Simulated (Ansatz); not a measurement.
System: SeF2, charge 0, multiplicity 1. 
Geometry from a B3LYP-D3(BJ)/def2-TZVP (Ansatz, a first-principles code) optimisation:
SMILES: F[Se]F
```xyz
3

Se     0.0193    -0.0172     0.4006
F      0.6474     1.1463    -0.7415
F     -0.7202    -1.0811    -0.7717
```

Wanted: vertical electron affinity (to the doublet state of charge -1; a negative value means that the extra electron is unbound and the number depends on the basis; each state is the SCF solution reached for its spin), in eV. Cores are frozen in the correlated levels unless marked. Open shells are spin-unrestricted. Spin-orbit coupling is left out. The frozen core is the preceding noble-gas configuration, with the filled d and f shells of earlier blocks. No relativistic terms. Anions need diffuse functions: aug- sets have them; def2-D sets add few. CBS(X,Y): correlation extrapolated as X^-3; Hartree-Fock from the larger set. The bracket is a focal-point correction in the basis named.

```tsv
level	program	vertical electron affinity (eV)
B3LYP/def2-TZVPD	Ansatz	(withheld)
BHLYP/def2-TZVPD	Ansatz	0.34
B2PLYP/def2-TZVPD	Ansatz	0.30
SCS-MP2/aug-cc-pVDZ	Ansatz	0.00
RI-MP2/CBS(aug-cc-pVTZ,aug-cc-pVQZ)+[CCSD(T)-MP2]/aug-cc-pVTZ	Ansatz	0.31
```

Task: Complete the blanks.

Result: 
- B3LYP/def2-TZVPD, vertical electron affinity (eV): 0.46
